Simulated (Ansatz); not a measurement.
Geometry optimisation, DFT PBEsol, scalar-relativistic, plane waves, PAW in Ansatz.

Input file:

```yaml
crystal:
  lattice:
    - [0.0, 5.43, 5.43]
    - [5.43, 0.0, 5.43]
    - [5.43, 5.43, 0.0]
  atoms:
    - { symbol: Si, position: [0.0, 0.0, 0.0] }
    - { symbol: Si, position: [0.125, 0.125, 0.125] }
    - { symbol: Si, position: [0.0, 0.0, 0.5] }
    - { symbol: Si, position: [0.125, 0.125, 0.625] }
    - { symbol: Si, position: [0.0, 0.5, 0.0] }
    - { symbol: Si, position: [0.125, 0.625, 0.125] }
    - { symbol: Si, position: [0.0, 0.5, 0.5] }
    - { symbol: Si, position: [0.125, 0.625, 0.625] }
    - { symbol: Si, position: [0.5, 0.0, 0.0] }
    - { symbol: Si, position: [0.625, 0.125, 0.125] }
    - { symbol: Si, position: [0.5, 0.0, 0.5] }
    - { symbol: Si, position: [0.625, 0.125, 0.625] }
    - { symbol: Si, position: [0.5, 0.5, 0.0] }
    - { symbol: Si, position: [0.625, 0.625, 0.125] }
    - { symbol: Si, position: [0.5, 0.5, 0.5] }
    - { symbol: Si, position: [0.625, 0.625, 0.625] }
    - { symbol: Ti, position: [0.8106271, 0.3123131, 0.0634067] }
basis:
  ecutwfc: 420.0
kpoints:
  mp_grid: { grid: [2, 2, 2] }
hamiltonian:
  xc: pbesol
  pseudopotentials: { kind: paw, azcp: { folder: soft_1 } }
scf:
  occupations: { method: gaussian, width: 0.02 }
  lower_state_search: "off"
relax:
  f_tol: 0.03
  max_steps: 60
  adjacent_minimum: "off"
```

Run as:

```bash
$ ansatz run input.yaml --threads 1 --pin off --max-ram 3072MiB --backend cpu --events-out ev --progress --plain --runs-dir out
```

Problem. Where does it end, and by what steps?

Solution. The run converged. The force dipped under the threshold on the way, but the program's further checks kept it going. Limits of this set-up: coarse k mesh, PAW files made for another functional. After 22 steps the energy has fallen by 3.199 eV; Ti17 moved furthest, 1.09 Å.

| step | energy less start (eV) | largest force component (eV/Å) | accepted |
| --- | --- | --- | --- |
| 0 | 0.0000 | 3.043 | yes |
| 1 | -1.1704 | 1.138 | yes |
| 2 | -1.4094 | 0.070 | yes |
| 3 | -1.4369 | 0.165 | yes |
| 4 | -1.4860 | 0.362 | yes |
| 5 | -1.7513 | 0.983 | yes |
| 6 | -2.1282 | 0.959 | yes |
| 7 | -2.5173 | 0.747 | yes |
| 8 | -2.9059 | 0.580 | yes |
| 9 | -3.1626 | 0.197 | yes |
| 10 | -3.1968 | 0.048 | yes |
| 11 | -3.1975 | 0.017 | yes |
| 12 | -3.1977 | 0.009 | yes |
| 13 | -3.1978 | 0.013 | yes |
| 14 | -3.1261 | 0.357 | no |
| 15 | -3.1979 | 0.014 | yes |
| 16 | -3.1661 | 0.195 | no |
| 17 | -3.1981 | 0.016 | yes |
| 18 | -3.1981 | 0.031 | no |
| 19 | -3.1984 | 0.019 | yes |
| 20 | -3.1986 | 0.027 | yes |
| 21 | -3.1989 | 0.023 | yes |
| 22 | -3.1991 | 0.008 | yes |

```xyz
17
Lattice="0.0000 5.4300 5.4300 5.4300 0.0000 5.4300 5.4300 5.4300 0.0000" Properties=species:S:1:pos:R:3
Si -0.072 -0.046 0.023
Si 1.280 1.344 1.436
Si 2.676 2.696 0.040
Si 4.041 4.023 1.407
Si 2.690 -0.042 2.789
Si 4.052 1.345 4.095
Si 5.387 2.700 2.761
Si 6.740 4.025 4.106
Si -0.047 2.639 2.752
Si 1.261 3.988 4.044
Si 2.652 5.392 2.713
Si 4.073 6.769 4.074
Si 2.673 2.660 5.468
Si 4.097 3.995 6.880
Si 5.434 5.396 5.493
Si 6.727 6.790 6.850
Ti 2.675 5.372 5.466
```

The run took 100 s on 1 thread of Intel(R) Xeon(R) Platinum 8488C (Sapphire Rapids), with other jobs on the host, peak memory 0.62 GiB.
